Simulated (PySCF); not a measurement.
# Deuteron quadrupole couplings in `CCC1=C(C)CP(C)C1`

Species: C8H15P.
Cartesian coordinates in Å at the GFN2-xTB level; atoms count from 1:
```
atom  x, y, z in Å
C1    -2.206   -0.881    0.707
C2    -1.912   -0.270   -0.664
C3    -0.441   -0.033   -0.840
C4     0.240    1.056   -0.499
C5    -0.295    2.308    0.118
C6     1.717    1.019   -0.794
P7     2.160   -0.769   -1.079
C8     2.142   -1.296    0.698
C9     0.372   -1.144   -1.449
H10   -1.665   -1.816    0.831
H11   -1.900   -0.200    1.498
H12   -3.270   -1.082    0.815
H13   -2.464    0.667   -0.768
H14   -2.260   -0.951   -1.444
H15   -1.377    2.285    0.204
H16   -0.008    3.172   -0.481
H17    0.127    2.443    1.115
H18    2.319    1.439    0.016
H19    1.938    1.596   -1.698
H20    3.043   -0.929    1.186
H21    2.145   -2.383    0.747
H22    1.262   -0.908    1.210
H23    0.223   -1.174   -2.533
H24    0.099   -2.127   -1.056
```

Level: PBE0/pcSseg-1 (PySCF, non-relativistic); Q(2H) = 0.00286 b; rigid geometry, the same for H and D, with no vibrational averaging.

Problem. Rank these positions by the coupling χzz of a deuteron there, largest first.
A. H17 (methyl hydrogen)
B. H12 (methyl hydrogen)
C. H14 (methylene hydrogen)

Solution. B (213 kHz), A (208 kHz), C (203 kHz).

Problem. What are Vzz, η and χzz (234.96 MHz × Q × Vzz) at all hydrogens?

Solution. 
```
atom  bonded to  bond length (Å)  Vzz (au)     η  χzz (kHz)
 H10         C1            1.088    0.3151  0.02        212
 H11         C1            1.088    0.3144  0.02        211
 H12         C1            1.088    0.3164  0.02        213
 H13         C2            1.092    0.3052  0.01        205
 H14         C2            1.093    0.3022  0.02        203
 H15         C5            1.086    0.3178  0.02        214
 H16         C5            1.090    0.3105  0.02        209
 H17         C5            1.091    0.3101  0.02        208
 H18         C6            1.093    0.3068  0.02        206
 H19         C6            1.095    0.3036  0.01        204
 H20         C8            1.089    0.3177  0.01        213
 H21         C8            1.089    0.3177  0.01        213
 H22         C8            1.089    0.3125  0.01        210
 H23         C9            1.095    0.3038  0.01        204
 H24         C9            1.093    0.3076  0.02        207
```

Problem. How does χzz go with the bond length over the 15 C–H bonds?

Solution. A straight-line fit has a slope of -12.1 kHz for each 0.01 Å, with a correlation coefficient of -0.92, over lengths from 1.086 to 1.095 Å. The longer bonds have the smaller couplings here.

Problem. A static deuteron (I = 1) shows a doublet split by (3/2)χ, (3/4)χ(1 + η) and (3/4)χ(1 − η) with the field along z, y and x of the gradient. What are these for H17?

Solution. With |χ| = 208.4 kHz and η = 0.018: 313, 159 and 153 kHz, to first order and without motion.

Geometry: GFN2-xTB, one conformer, isolated molecule. GFN2-xTB bond lengths can be off by several hundredths of an ångström, more for odd bonds, and the gradients follow them. These gradients aren't converged with respect to the basis.
